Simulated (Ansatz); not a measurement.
`O1[SiH2][AsH]1`, relaxed with RKS PBE-D4/def2-SVP in Ansatz 0.2.0 from a rough embedded geometry. The force threshold is 0.03 eV/Å; the program also tests the step.

The species carries charge 0 and has multiplicity 1.

Start:

```xyz
6

O    -0.579    0.905    0.736
Si   -0.418   -0.168   -0.668
As    1.298    0.768    0.535
H    -0.830    0.507   -1.837
H    -0.812   -1.546   -0.315
H     1.342   -0.466    1.549
```

Question: By how much does the energy fall, and how many steps does the optimiser take? (Estimate.)

Answer: Computed: 24.59 kJ/mol, in 5 steps.

Question: Which bonds change most? (Estimate.)

Answer: Ansatz gave: Si2–H4 from 1.412 to 1.500 Å; O1–Si2 from 1.774 to 1.696 Å; O1–As3 from 1.893 to 1.945 Å; As3–H6 from 1.598 to 1.558 Å.

Question: Give the relaxed structure. (An estimate is asked.)

Answer: The calculation gave: 
```xyz
6

O    -0.622    0.919    0.743
Si   -0.434   -0.125   -0.580
As    1.315    0.788    0.615
H    -0.815    0.427   -1.921
H    -0.894   -1.539   -0.381
H     1.450   -0.471    1.524
```
